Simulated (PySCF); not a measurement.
TPSS on Cr- (chromium, charge -1), [Ar] 3d5 4s2, high-spin 6S determinant. All numbers are calculated (PySCF 2.14, scalar relativity by spin-free X2C-1e, in aug-cc-pVTZ-DK).

```
cycle= 1 E= -1050.79829990229  delta_E= 0.00178  |g|= 0.283  |ddm|= 1.89
cycle= 2 E= -1050.66277586629  delta_E= 0.136  |g|= 0.722  |ddm|= 1.99
cycle= 3 E= -1050.82598502718  delta_E= -0.163  |g|= 0.0629  |ddm|= 1.58
cycle= 4 E= -1050.82797440456  delta_E= -0.00199  |g|= 0.0289  |ddm|= 0.205
cycle= 5 E= -1050.82850119511  delta_E= -0.000527  |g|= 0.00267  |ddm|= 0.229
cycle= 6 E= -1050.82852474761  delta_E= -2.36e-05  |g|= 0.00116  |ddm|= 0.0978
cycle= 7 E= -1050.8285259517  delta_E= -1.2e-06  |g|= 0.000391  |ddm|= 0.00871
cycle= 8 E= -1050.828526106  delta_E= -1.54e-07  |g|= 2.67e-05  |ddm|= 0.00217
cycle= 9 E= -1050.82852610813  delta_E= -2.12e-09  |g|= 1.07e-06  |ddm|= 0.000484
cycle= 10 E= -1050.82852610813  delta_E= -5.68e-12  |g|= 1.86e-07  |ddm|= 5.92e-05
converged SCF energy = -1050.82852610813  <S^2> = 8.8513709  2S+1 = 6.0336957
```

Highest occupied orbital energy: 1.293 eV; ⟨L²⟩ = 0.00; populations by l: s 8.00, p 12.00, d 5.00, f 0.00.

(1) Can this result be used?

## Answers

(1) With care. The run converged. ⟨S²⟩ = 8.85 against 8.75 shows spin contamination. At TPSS the highest occupied level has a positive energy, so only the finite basis holds that electron; in a semilocal or global hybrid functional this comes from self-interaction and does not mean that the real anion is unbound.
